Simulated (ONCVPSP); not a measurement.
**Ranking ONCV potentials for gold (Au)**

All share these settings but for the change named:

```
Element                 : Au (Z = 79)
Generator               : ONCVPSP 4.0.1
Type                    : optimised norm-conserving Vanderbilt (ONCV)
Functional              : PBEsol
Relativity              : scalar-relativistic
Frozen core             : [Kr] 4d10 4f14
Valence charge          : 19
Reference configuration : 5s2 5p6 5d10 6s1
Partial waves           : 5s+6s: rc 1.25 bohr, ncon 4, nbas 8, qcut 8.4 1/bohr, 2 projectors; 5p: rc 1.60 bohr, ncon 4, nbas 9, qcut 9.2 1/bohr, 2 projectors, debl 0.8 Ha; 5d: rc 1.50 bohr, ncon 4, nbas 8, qcut 6.2 1/bohr, 2 projectors, debl 3.7 Ha
Local potential         : polynomial inside 1.20 bohr (lpopt 4, dvloc0 0 Ha)
Core correction         : Teter function, fcfact 2.75, rcfact 1.05
```

In the p channel the program set the typed energies aside and used -2.198, 0.250 Ha.

Cutoff: the first of the cutoffs (Ha) at which the residual kinetic energy of the hardest occupied pseudo-wave falls to 1 and 0.1 mHa per electron; the density cutoff is not measured.

The base gives 32 Ha.

Of 9 variants that were run, those that failed, showed a ghost or another fault, or gave nearly equal values are left out.

A variant can come out equal or close to the base.

Problem. Rank these variants from softest to hardest (loose cutoff).
A. d: qcut 5
B. d: qcut 5.6
C. d: qcut 4.3

Solution. B (32 Ha), A (80 Ha), C (93 Ha).
